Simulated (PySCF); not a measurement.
Zn(Cl)(I), SMILES [Cl][Zn][I] (ClIZn) (PBE0/def2-SVP optimised geometry):

```
3

Zn     0.156     0.005     0.000
Cl     2.260     0.005     0.000
I     -2.260    -0.005     0.000
```

Method: PBE0/def2-TZVP, def2 effective core potentials past Kr in PySCF.

**Question.** What are the frontier orbital energies and the dipole moment?

**Answer.** HOMO-2 -9.24 eV, HOMO-1 -8.09 eV, HOMO -8.09 eV, LUMO -1.85 eV, LUMO+1 -0.63 eV; dipole moment 0.86 D.

On the same geometry PySCF with PBE/def2-TZVP, def2 effective core potentials past Kr gives HOMO-2 -7.86 eV, HOMO-1 -6.96 eV, HOMO -6.96 eV, LUMO -2.72 eV, LUMO+1 -1.35 eV; dipole moment 0.89 D.
